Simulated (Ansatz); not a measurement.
An input meant for HgCl2 (charge 0, singlet).

```yaml
crystal:
  periodic: [false, false, false]
  atoms:
    - {symbol: Hg, position_ang: [-0.001709, -0.000985, -0.000118]}
    - {symbol: Cl, position_ang: [-0.016746, -0.021409, 2.283562]}
    - {symbol: Cl, position_ang: [0.018454, 0.022394, -2.283444]}
basis:
  gaussian: {orbitals: def2-TZVP, final_grid: {core_spheres: 1, valence_spheres: 1, degree: 3}}
hamiltonian: {xc: {name: wB97M-V}}
scf: {omitted_lower_state_checks: [starts]}
```

```sh
$ ansatz run in.yaml --threads 2 --pin off --events-out ev --progress --plain --max-ram 4352MiB
```

Shortened log:

```
Functional definition: wB97M-V
916 factors; their error is unknown
159 factors; integrals over basis functions are off by at most 5.3e-5 eV
mean field evaluation 1: about -29219.2646 eV, gradient 2.6e1 eV
mean field evaluation 2: about -29219.7862 eV, gradient 2.7e1 eV
mean field evaluation 4: about -29221.0888 eV, gradient 5.3e-1 eV
mean field evaluation 8: about -29341.0736 eV, gradient 2.7e1 eV
mean field evaluation 16: about -29342.6974 eV, gradient 3.9e-3 eV
mean field -29342.69740782 eV, -1078.3242405429 hartree, gradient 1.9e-6 eV, S^2 0.000000; 0 other end points of the search recorded, 0 dependent functions left out
reference -29342.69748193 eV, -1078.3242432661 hartree; 27, 27 occupied and 90, 90 virtual orbitals, 916 factors
Total energy: -29342.69748193 eV, -1078.3242432661 hartree
Checks for a lower state left out: starts
```

(1) Something in this input is off. What?

Results:

(1) The integration grid is far too coarse. The run converged. The result belongs to that input, not to the species as meant.
